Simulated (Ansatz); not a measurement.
Reactions of `O[Si](O)(F)O[SiH3]`.

Program: Ansatz. Geometries: PBE0-D4/def2-TZVP. ΔE: electronic, gas phase. CCSD(T)/CBS adds triple-zeta CCSD(T) − MP2 to the extrapolated MP2 energy (def2 sets, frozen cores). This one scheme is used for every species, atoms too. No spin–orbit coupling; open shells (•) take unrestricted orbitals. Spin–orbit coupling would lower the free atoms: a little for Cl, F, O, Si. Bonds to Br, Se are less sure, by a few kJ/mol each and by 10 to 20 or more in all where they break to atoms, as the def2 sets lack core-valence functions. Scalar relativity is left out up to krypton. Each species was taken in one conformer, which may not be the lowest.

(1) Order these by ΔE at CCSD(T)/CBS, lowest first. (Estimate.)
A. `O[Si](O)(F)O[SiH3]` + `N[SiH2]F` → `O[Si](O)(F)N[SiH2]F` + `O[SiH3]`
B. `O[Si](O)(F)O[SiH3]` → H• + `O[Si](O)(F)O[SiH2]`•
C. `O[Si](O)(F)O[SiH3]` + Cl• → `O[Si](O)(F)O[SiH2]`• + HCl
D. `O[Si](O)(F)O[SiH3]` + `C[O][Al]([CH3])[OH]` → `CO[Si](O)(O)O[SiH3]` + `[CH3][Al]([OH])[F]`
E. `O[Si](O)(F)O[SiH3]` → F• + 5 H• + 3 O• + 2 Si•
F. `O[Si](O)(F)O[SiH3]` + H₂Se → `O[Si](O)(F)[SeH]` + `O[SiH3]`
G. `O[Si](O)(F)O[SiH3]` + HBr → `O[Si](F)(Br)O[SiH3]` + H₂O
H. `O[Si](O)(F)O[SiH3]` + `O[SiH2][SiH3]` → `[SiH3]O[SiH2][SiH3]` + `O[Si](O)(O)F`

Largest T1 diagnostic: 0.013, for `O[Si](O)(F)O[SiH2]`•.

Answers

(1) C (-0.37 eV), D (-0.19 eV), H (-0.01 eV), G (+0.22 eV), A (+0.59 eV), F (+0.81 eV), B (+4.30 eV), E (+45.95 eV).
